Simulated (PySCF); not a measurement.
F (fluorine, neutral): UHF calculation

Configuration: [He] 2s2 2p5, 2P determinant. Computed with PySCF 2.14 in x2c-TZVPall (5s3p2d1f, 31 functions), with scalar relativity by spin-free X2C-1e.

```json
{
  "Total energy": "-99.498859 hartree",
  "One-electron energy": "-139.3742 hartree",
  "Hartree (Coulomb) energy": "49.9352 hartree",
  "Exchange energy": "-10.0598 hartree",
  "⟨S²⟩": "0.7537",
  "⟨L²⟩": "2.011",
  "Sum of ⟨r⟩": "7.769 bohr",
  "Sum of ⟨r²⟩": "10.19 bohr²",
  "Traceless quadrupole moment −½Σ⟨3z² − r²⟩ along its main axis": "0.679 e·bohr²",
  "Langevin diamagnetic susceptibility": "-8.07 ×10⁻⁶ cm³/mol",
  "Time after the integrals": "0.13 s of wall time on 1 thread of Intel(R) Xeon(R) Platinum 8259CL CPU @ 2.50GHz (shared host)"
}
```

| shell | electrons | mean orbital energy (eV) | spread (eV) | rms radius, mean of both spins (bohr) |
| --- | --- | --- | --- | --- |
| 1s α | 1 | -719.20 | 0 | 0.204 |
| 1s β | 1 | -717.89 | 0 | 0.204 |
| 2s α | 1 | -45.548 | 0 | 1.10 |
| 2s β | 1 | -40.241 | 0 | 1.10 |
| 2p α | 3 | -20.883 | 3.083 | 1.24 |
| 2p β | 2 | -18.455 | 0 | 1.24 |
